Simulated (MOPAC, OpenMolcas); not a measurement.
## CH5BO2 (SMILES COBO): the dipole moment, rung by rung

CH5BO2: 9 atoms, total charge 0, spin state singlet. As SMILES, `COBO`. The shape is that of a PBE0-D4/def2-TZVP optimisation. This is one conformer, not always the lowest.

```xyz
9

C     0.2818    0.8019   -1.0574
O    -0.1135    0.4548    0.2510
B    -0.1349   -0.8341    0.6716
O    -0.5246   -1.1185    1.9385
H     0.5681   -0.0798   -1.6376
H     1.1314    1.4864   -1.0062
H    -0.5448    1.3075   -1.5617
H     0.1839   -1.7384   -0.0476
H    -0.7589   -0.3263    2.4322
```

Each level gives the dipole moment (D). The values are calculated.

| level | kind | program | value (D) | CPU time |
| --- | --- | --- | --- | --- |
| AM1 | semi-empirical | MOPAC | 1.70 | under 2 s |
| HF/cc-pVDZ | Hartree–Fock | OpenMolcas | 1.88 | 10 s |
| SVWN5/cc-pVDZ | LDA | OpenMolcas | 1.78 | 39 s |
| revPBE/cc-pVDZ | GGA | OpenMolcas | 1.70 | 47 s |
| M06-L/cc-pVDZ | meta-GGA | OpenMolcas | 1.77 | 56 s |
| B3LYP/cc-pVDZ | global hybrid | OpenMolcas | 1.75 | 46 s |
| M06-2X/cc-pVDZ | hybrid meta-GGA | OpenMolcas | 1.78 | 54 s |

The values span 1.70 to 1.88 D. Magnitudes only. Times are those of the runs behind each value, whatever else they computed, on shared processors of several kinds: orders of magnitude only.
